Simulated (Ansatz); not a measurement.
C2H6BCl, SMILES `BCCCl`. Total charge 0; spin multiplicity 1. The geometry is a stationary point of PBE0-D4/def2-TZVP. It is one conformer, not always the lowest.

```xyz
10

B     1.354    0.130    0.524
C     0.090   -0.596   -0.018
C    -1.051    0.279   -0.482
Cl   -1.748    1.181    0.897
H     2.189   -0.489    1.118
H     1.544    1.289    0.294
H    -0.267   -1.370    0.670
H     0.476   -1.164   -0.886
H    -0.716    1.029   -1.199
H    -1.873   -0.288   -0.918
```

What is the dipole moment at ωB97M-V/def2-TZVPP? (Estimate.)

Ansatz gave: 2.19 D, with components (0.47, -1.38, -1.63) D in this frame, pointing from negative to positive charge.

And with PBE, r2SCAN, B3LYP? (Estimate.)

Ansatz gave: PBE 2.14 D, r2SCAN 2.24 D, B3LYP 2.18 D.

Give the Mulliken charges with ωB97M-V, B3LYP, PBE in def2-TZVPP. (An estimate is asked.)

The calculation gave: 
```json
{"atom": "B1", "ωB97M-V": "-0.17", "B3LYP": "-0.09", "PBE": "-0.07"}
{"atom": "C2", "ωB97M-V": "-0.19", "B3LYP": "-0.14", "PBE": "-0.15"}
{"atom": "C3", "ωB97M-V": "-0.16", "B3LYP": "-0.09", "PBE": "-0.10"}
{"atom": "Cl4", "ωB97M-V": "-0.13", "B3LYP": "-0.17", "PBE": "-0.16"}
{"atom": "H5", "ωB97M-V": "0.08", "B3LYP": "0.04", "PBE": "0.02"}
{"atom": "H6", "ωB97M-V": "0.08", "B3LYP": "0.04", "PBE": "0.03"}
{"atom": "H7", "ωB97M-V": "0.12", "B3LYP": "0.10", "PBE": "0.10"}
{"atom": "H8", "ωB97M-V": "0.10", "B3LYP": "0.07", "PBE": "0.08"}
{"atom": "H9", "ωB97M-V": "0.14", "B3LYP": "0.12", "PBE": "0.12"}
{"atom": "H10", "ωB97M-V": "0.15", "B3LYP": "0.13", "PBE": "0.12"}
```

B3LYP here is the variant with VWN-RPA as its local correlation; programs differ in this.
